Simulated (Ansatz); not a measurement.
C3H11SbSi (`C[CH](C)[SbH][SiH3]`), relaxed with RKS PBE-D4/def2-SVP in Ansatz from a rough embedded geometry. The force threshold is 0.03 eV/Å; the program also tests the step.

The species carries charge 0 and has multiplicity 1. Sb: def2 effective core potential.

Start:

```xyz
16

C     1.347    0.123   -0.703
C    -0.168    0.107   -0.752
C    -0.621   -0.423   -2.091
Sb   -1.112   -1.096    0.760
Si   -0.579    0.623    2.587
H     1.790    0.701   -1.447
H     1.708   -0.961   -0.806
H     1.656    0.444    0.294
H    -0.560    1.166   -0.606
H    -1.770   -0.343   -2.156
H    -0.233    0.228   -2.908
H    -0.354   -1.454   -2.266
H     0.445   -2.001    1.206
H    -1.410    1.821    2.372
H    -0.934    0.090    3.917
H     0.796    0.975    2.600
```

(1) How much energy does the relaxation release, and in how many steps? (Best estimate.)

(2) Which bonds change most? (Estimate.)

(3) Give the relaxed structure. (Best estimate.)

## Answers

(1) Computed: 11.38 kcal/mol, in 11 steps, 2 of them rejected.

(2) Ansatz gave: Sb4–H13 from 1.855 to 1.738 Å; C2–Sb4 from 2.150 to 2.247 Å; Si5–H16 from 1.419 to 1.508 Å; C1–H6 from 1.041 to 1.114 Å.

(3) Computed: 
```xyz
16

C     1.304    0.181   -0.649
C    -0.209    0.125   -0.841
C    -0.608   -0.489   -2.185
Sb   -1.283   -0.981    0.793
Si   -0.510    0.604    2.703
H     1.779    0.768   -1.468
H     1.752   -0.836   -0.672
H     1.595    0.652    0.311
H    -0.635    1.150   -0.765
H    -1.706   -0.489   -2.343
H    -0.150    0.079   -3.025
H    -0.256   -1.540   -2.275
H     0.068   -2.031    1.104
H    -1.310    1.881    2.628
H    -0.785   -0.040    4.037
H     0.952    0.966    2.644
```
